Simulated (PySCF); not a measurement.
**Mayer bond orders and bond lengths**

C₆H₁₄P₂Si.
Numbering: `[CH3:1][C:2]1=[C:3]([SiH3:4])[CH2:5][P:6]([CH2:7][PH2:8])[CH2:9]1` (hydrogens: H10, H11, H12 on C1; H13, H14, H15 on Si4; H16, H17 on C5; H18, H19 on C7; H20, H21 on P8; H22, H23 on C9)

Structure used (GFN2-xTB), in Å, numbered top down from 1:
```
atom  x, y, z in Å
C1    -1.5959   -0.8278    1.5500
C2    -0.7925   -0.7041    0.3004
C3    -0.7845    0.3296   -0.5448
Si4   -1.8143    1.8985   -0.4128
C5     0.1017    0.1513   -1.7473
P6     1.2427   -1.2758   -1.3847
C7     2.4464   -0.4005   -0.2615
P8     1.7665    0.5768    1.1763
C9     0.0742   -1.8780   -0.0712
H10   -0.9285   -0.8374    2.4130
H11   -2.1526   -1.7647    1.5483
H12   -2.2926   -0.0015    1.6551
H13   -1.2600    2.8906   -1.3384
H14   -1.7767    2.4386    0.9471
H15   -3.1965    1.5970   -0.7991
H16   -0.4984   -0.0945   -2.6311
H17    0.6791    1.0478   -1.9894
H18    3.0868    0.2360   -0.8808
H19    3.0791   -1.1870    0.1699
H20    3.0327    1.0573    1.5400
H21    1.4880    1.7408    0.4614
H22    0.6297   -2.2743    0.7841
H23   -0.5391   -2.6918   -0.4744
```

Bond orders from the PBE0/pcSseg-1 density (PySCF). Isolated species at its GFN2-xTB geometry (one conformer only).

Question: Where do the orders between heavy atoms depart from those drawn in the SMILES?

Answer: The largest departure is 0.217, at C2–C3 (drawn double, 1.783).

Question: Give the Mayer order of every bond between heavy atoms, beside its length.

Answer: 
```tsv
bond	drawn as	length (Å)	Mayer order
C1–C2	single	1.491	1.099
C2–C3	double	1.335	1.783
C3–Si4	single	1.881	0.887
C3–C5	single	1.504	1.014
C5–P6	single	1.863	0.962
P6–C7	single	1.865	0.953
C7–P8	single	1.867	0.958
P6–C9	single	1.858	0.962
C9–C2	single	1.506	1.025
```

Bonds between the same two heavy elements. C–C: lowest C3–C5 (1.014, 1.504 Å), highest C2–C3 (1.783, 1.335 Å). C–P: all 4 within 0.02 of one another (0.953 to 0.962).

Question: And the bonds to hydrogen?

Answer: C–H: 0.92 to 0.95 (9 bonds); H–Si: 0.94 to 0.95 (3 bonds); H–P: 0.93 to 0.94 (2 bonds).

Question: Sum the orders of all bonds at each heavy atom with more than one neighbour and set the sums beside the valence in the SMILES.

Answer: C1 3.924 (drawn 4), C2 3.907 (drawn 4), C3 3.684 (drawn 4), Si4 3.724 (drawn 4), C5 3.829 (drawn 4), P6 2.877 (drawn 3), C7 3.780 (drawn 4), P8 2.833 (drawn 3), C9 3.835 (drawn 4). Orders between atoms that aren't bonded are not in these sums.

The Mayer order sums products of elements of PS (density times overlap matrix) between the two atoms' basis functions, so it depends on the basis set.
